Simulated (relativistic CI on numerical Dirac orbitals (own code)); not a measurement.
# How well does a small relativistic CI reproduce Sc+?

Computed by Dirac-Coulomb-Breit CI, separate exchange-only KLI orbitals for each configuration, model QED (radiative potential, 1s self-energy scaled to tabulated hydrogen-like ionisation energies), valence Slater integrals scaled by 0.85, P86 correlation estimate, and configurations built on the next ion tied to the tabulated ionisation energy (semi-empirical) (own radial code, finite nucleus).

CI space (outside the closed core [Ar]): 3d 4s, 3d2, 4s2, 3d 4p, 3d 4d, 3d 5s, 3d 4f, 4s 4p, 4p2, 3d 5p, 4s 5p, 3d 6s, 3d 5d, 4s 6s, 3d 6p, 4s 5d, 4s 6p, 3d 5f, 3d 5g, 4s 5s, 3d 6d, 4s 5f, 4s 5g, 4s 6d. Levels of other configurations are missing.

```
Configuration  Term (tabulated)  J  Measured (cm⁻¹)  Computed  Error  Purity (%)
        3d 4s                3D  1              0.0         0      0         100
        3d 4s                3D  2             67.7        56    -12         100
        3d 4s                3D  3            177.8       146    -32         100
        3d 4s                1D  2           2540.9      2748    207          92
          3d2                3F  2           4802.9      6999   2196         100
          3d2                3F  3           4883.6      7053   2170         100
          3d2                3F  4           4987.8      7123   2135         100
          3d2                1D  2          10944.6     14269   3324          92
          4s2                1S  0          11736.4     12014    277          90
          3d2                3P  0          12074.1     15033   2959         100
          3d2                3P  1          12101.5     15053   2951         100
          3d2                3P  2          12154.4     15087   2932          99
          3d2                1G  4          14261.3     17523   3262         100
          3d2                1S  0          25955.2     29970   4014          86
        3d 4p               1D°  2          26081.3     26958    877          99
        3d 4p               3F°  2          27443.7     28220    776          99
        3d 4p               3F°  3          27602.5     28355    752          99
        3d 4p               3F°  4          27841.3     28556    714         100
        3d 4p               3D°  1          27917.8     28714    796         100
        3d 4p               3D°  2          28021.3     28801    779          99
        3d 4p               3D°  3          28161.2     28920    759          99
        3d 4p               3P°  0          29736.3     30048    311          85
        3d 4p               3P°  1          29742.2     30068    325          84
        3d 4p               3P°  2          29823.9     30155    331          86
        3d 4p               1P°  1          30815.7     31277    461          87
        3d 4p               1F°  3          32350.0     33728   1378          99
```

Measured levels from NIST Handbook of Basic Atomic Spectroscopic Data (Sansonetti and Martin, J. Phys. Chem. Ref. Data 34, 1559 (2005)); pairs were made by configuration, J and term (by order where the table uses no LS term), so strongly mixed levels may be paired wrongly.

Mean error by configuration (cm⁻¹): 3d 4s 54; 3d2 2883; 4s2 277; 3d 4p 688. Over the excited levels the mean absolute error is 1389 cm⁻¹ (25 of the 25 excited levels that our extract of the source holds in range could be paired), and the median relative error of those above 1,000 cm⁻¹ is 3.4 %.

Transition probabilities of persistent lines. The last column rescales the computed rate by the cube of measured over computed energy:

| λ measured (Å) | Lower | Upper | A tabulated (s⁻¹) | A computed | A rescaled |
| --- | --- | --- | --- | --- | --- |
| 3353.72 air | 3d 4s 1D_2 | 3d 4p 1F°_3 | 1.51e+08 | 2.03e+08 | 1.81e+08 |
| 3372.15 air | 3d 4s 3D_3 | 3d 4p 3P°_2 | 9.90e+07 | 9.28e+07 | 8.95e+07 |
| 3572.53 air | 3d 4s 3D_3 | 3d 4p 3D°_3 | 1.38e+08 | 1.80e+08 | 1.65e+08 |
| 3576.34 air | 3d 4s 3D_2 | 3d 4p 3D°_2 | 1.06e+08 | 1.36e+08 | 1.25e+08 |
| 3580.93 air | 3d 4s 3D_1 | 3d 4p 3D°_1 | 1.23e+08 | 1.57e+08 | 1.44e+08 |
| 3613.83 air | 3d 4s 3D_3 | 3d 4p 3F°_4 | 1.48e+08 | 2.01e+08 | 1.85e+08 |
| 3630.74 air | 3d 4s 3D_2 | 3d 4p 3F°_3 | 1.20e+08 | 1.64e+08 | 1.51e+08 |
| 3642.78 air | 3d 4s 3D_1 | 3d 4p 3F°_2 | 1.13e+08 | 1.54e+08 | 1.42e+08 |
| 4246.82 air | 3d 4s 1D_2 | 3d 4p 1D°_2 | 1.29e+08 | 1.74e+08 | 1.60e+08 |
